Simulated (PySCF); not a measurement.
## Electronic absorption of hexafluoro-1,3-butadiene

Species: hexafluoro-1,3-butadiene, C4F6.
InChI=1S/C4F6/c5-1(3(7)8)2(6)4(9)10

Theory: TDDFT CAM-B3LYP/def2-SVPD, vertical, gas phase, core orbitals frozen in the response (PySCF). The structure is a single GFN2-xTB conformer in the gas phase; no vibrational or solvent corrections. Torsions of this conformer, `[F:1][C:2]([F:3])=[C:4]([F:5])[C:6]([F:7])=[C:8]([F:9])[F:10]`: C2–C4–C6–F7 0°.

**Question.** List the vertical singlet excitations with oscillator strengths and describe the spectrum.

**Answer.** 

| state | E (eV) | E (kJ/mol) | λ (nm) | f | symmetry | main configurations (H = HOMO, L = LUMO) |
| --- | --- | --- | --- | --- | --- | --- |
| S1 | 5.71 | 550 | 217.3 | 0.0014 | – | H→L+2 (91%) |
| S2 | 6.03 | 582 | 205.5 | 0.743 | Bu | H→L (98%) |
| S3 | 6.36 | 613 | 195.1 | 0.0000 | – | H→L+1 (92%) |
| S4 | 7.19 | 693 | 172.5 | 0.017 | Au | H→L+3 (90%) |
| S5 | 7.47 | 721 | 166.0 | 0.0000 | – | H-1→L (92%) |
| S6 | 7.53 | 727 | 164.6 | 0.0000 | – | H-1→L+2 (55%), H→L+6 (13%), H→L+4 (10%) |
| S7 | 8.46 | 816 | 146.6 | 0.0000 | – | H→L+4 (67%), H-1→L+2 (22%) |
| S8 | 8.71 | 840 | 142.4 | 0.012 | Au | H-1→L+1 (52%), H→L+8 (35%) |

Triplets (Tamm–Dancoff): T1 3.19 eV, H→L (94%); T2 5.08 eV, H-1→L (66%), H→L+7 (31%); T3 5.34 eV, H→L+2 (87%), H→L+8 (8%).

The lowest singlet comes at 217 nm (550 kJ/mol) in the ultraviolet; it is very weak; its leading configuration is HOMO→LUMO+2 (91%). The strongest level in the table is S2 at 6.03 eV (206 nm, f = 0.743). Löwdin shares by element: HOMO carbon 66% (atoms not listed hold the other 34%); LUMO carbon 72% (atoms not listed hold the other 28%). Weighted by f, the mean energy of these states is 6.10 eV. The listed states span 3.00 eV, and the widest gap between neighbours is 0.93 eV (S6 to S7). The oscillator strengths of these states sum to 0.773; summed over the whole spectrum of an exact calculation they would give the number of electrons, 78 (Thomas–Reiche–Kuhn). No computed singlet lies in the visible range (380 to 750 nm); the lowest, at 217 nm, stands 2.44 eV above its violet end (3.26 eV); a Tamm–Dancoff triplet lies at 388 nm, without intensity as long as spin–orbit coupling is left out. Symmetry labels in C2h follow from the direction of the transition dipole and are given only for states with f of 0.002 or more. Only the lowest 8 singlets were computed, as vertical energies without vibronic structure.

Hardware: x86-64 server, one thread, shared host. Cost: 43 s wall.
